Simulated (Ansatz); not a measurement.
`C[CH2][Ge][OH]` + CH₃OH → `C[CH2][Ge][O]C` + H₂O  (ligand exchange at a Ge–O bond)

Computed with Ansatz on PBE0-D4/def2-TZVP structures; ΔE is electronic, products minus reactants. CBS: MP2 limit from def2 TZ/QZ plus the TZ coupled-cluster correction, frozen cores. This one scheme is used for every species. Functionals use def2-TZVPP. For Ge outer-core shells are correlated without core-valence functions, which leaves a few kJ/mol of doubt a bond. Scalar relativity is left out up to krypton. Each species was taken in one conformer, which may not be the lowest.

Task: Is it downhill or uphill in electronic energy at CCSD(T)/CBS, and by how much? (Best estimate.)

Result: The calculation gave: Downhill: ΔE = -2.2 kcal/mol.

Task: What do these levels give: BLYP-D4, r2SCAN-D4, BHLYP-D4, ωB97M-V, PBE0, HF/def2-TZVPP? (An estimate is asked.)

Result: Computed: BLYP-D4 -1.7, r2SCAN-D4 -1.3, BHLYP-D4 -1.4, ωB97M-V -0.8, PBE0 -0.4, HF/def2-TZVPP 0.0 kcal/mol.

Largest T1 diagnostic among the species: 0.014.

The D4 term adds −1.2 kcal/mol with B3LYP and −0.7 kcal/mol with PBE0; it sums over pairs of atoms, weighted by their polarisabilities, and B3LYP, whose exchange is more repulsive, gets the larger term. In def2-TZVPP, CCSD(T) changes the Hartree–Fock value by −1.8 kcal/mol (the triples alone add −0.3 kcal/mol) and MP2 by −2.3 kcal/mol. Leaving LDA and LC-ωPBE aside and taking each functional with its dispersion term where it has one, the values spread over 0.9 kcal/mol, from BLYP-D4 to ωB97M-V.

B3LYP here is the variant with VWN-RPA as its local correlation; programs differ in this.
